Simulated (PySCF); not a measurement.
# Correlation energy of Zn²⁺ (zinc, charge +2)

[Ar] 3d10, closed-shell 1S. Computed with PySCF 2.14 in def2-SVP, with no relativity, point nucleus. Frozen: [Ar]; 10 electrons correlated.

Total MP2 correlation energy: -245.73 mhartree.

Same-spin part -94.29 and opposite-spin part -151.44 mhartree; SCS-MP2 scales them by 1/3 and 6/5 to -213.16 mhartree.

```json
{"level": "CCSD", "correlation energy (mhartree)": "-227.24"}
{"level": "(T)", "correlation energy (mhartree)": "-5.33"}
{"level": "CCSD(T)", "correlation energy (mhartree)": "-232.57"}
```

Diagnostics: T1 = 0.0063, D1 = 0.0089, largest double amplitude 0.028.

Cost of the coupled-cluster step: 0.09 s of wall time on 1 thread of Neoverse-V1 (shared host), for 10 correlated electrons.
